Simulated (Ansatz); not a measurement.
Reaction (formal exchange of groups at the Si–N bond): `O[SiH](F)[NH][GeH3]` + `Cl[SiH2]Cl` → `O[SiH](F)[SiH](Cl)Cl` + `[NH2][GeH3]`

Gas-phase electronic energies from Ansatz, PBE0-D4/def2-TZVP geometries. CCSD(T)/CBS adds triple-zeta CCSD(T) − MP2 to the extrapolated MP2 energy (def2 sets, frozen cores). DFT in def2-TZVPP. For Ge outer-core shells are correlated without core-valence functions, which leaves a few kJ/mol of doubt a bond. Scalar relativity is left out up to krypton. One conformer a species, not always the lowest.

`O[SiH](F)[NH][GeH3]`:

Z-matrix (Å, degrees):
```
Si
F 1 1.597
N 1 1.698 2 106.8
O 1 1.631 2 112.3 3 120.6
H 1 1.473 2 106.5 3 -125.2
Ge 3 1.845 1 127.1 2 155.9
H 3 1.009 1 117.9 2 -32.2
H 4 0.959 1 118.1 2 -65.4
H 6 1.539 3 109.8 1 -70.6
H 6 1.537 3 110.1 1 49.7
H 6 1.535 3 106.5 1 170.0
```

`Cl[SiH2]Cl`:

Cartesian coordinates in Å:
```
Cl -1.714 0.469 0.835
Si 0.082 0.097 -0.059
Cl 0.510 -1.896 0.027
H 1.131 0.833 0.673
H -0.009 0.496 -1.477
```

`O[SiH](F)[SiH](Cl)Cl`:

```xyz
9

O    -0.702    0.885   -1.650
Si   -1.085    0.073   -0.291
F    -1.711   -1.361   -0.623
Si    0.888   -0.325    0.922
Cl    1.368    1.353    1.998
Cl    2.338   -0.656   -0.506
H     0.104    0.642   -2.112
H    -2.115    0.865    0.411
H     0.915   -1.476    1.850
```

`[NH2][GeH3]`:

Cartesian coordinates in Å:
```
N -0.703 0.660 -0.648
Ge 0.505 -0.419 0.231
H -1.653 0.313 -0.620
H -0.710 1.615 -0.315
H 1.888 0.222 0.050
H 0.230 -0.592 1.744
H 0.443 -1.799 -0.442
```

Is it downhill or uphill in electronic energy at CCSD(T)/CBS, and by how much? (Best estimate.)

Computed: Uphill: ΔE = +102.3 kJ/mol.

What do these levels give: PBE-D4, BLYP-D4, PBE, PBE0, RPA@PBE/def2-TZVPP, MP2/def2-SVP? (Estimate.)

Ansatz gave: PBE-D4 74.3, BLYP-D4 84.8, PBE 75.8, PBE0 87.1, RPA@PBE/def2-TZVPP 104.1, MP2/def2-SVP 113.0 kJ/mol.

Largest T1 diagnostic among the species: 0.012.

From BLYP to BHLYP (50 % exact exchange), in def2-TZVPP and without D4, ΔE moves by +21.6 kJ/mol. At CCSD(T), def2-SVP lies +4.8 kJ/mol from the extrapolated value and def2-TZVPP +3.0 kJ/mol. In def2-TZVPP, CCSD(T) changes the Hartree–Fock value by −15.4 kJ/mol (the triples alone add −3.0 kJ/mol) and MP2 by −9.9 kJ/mol.
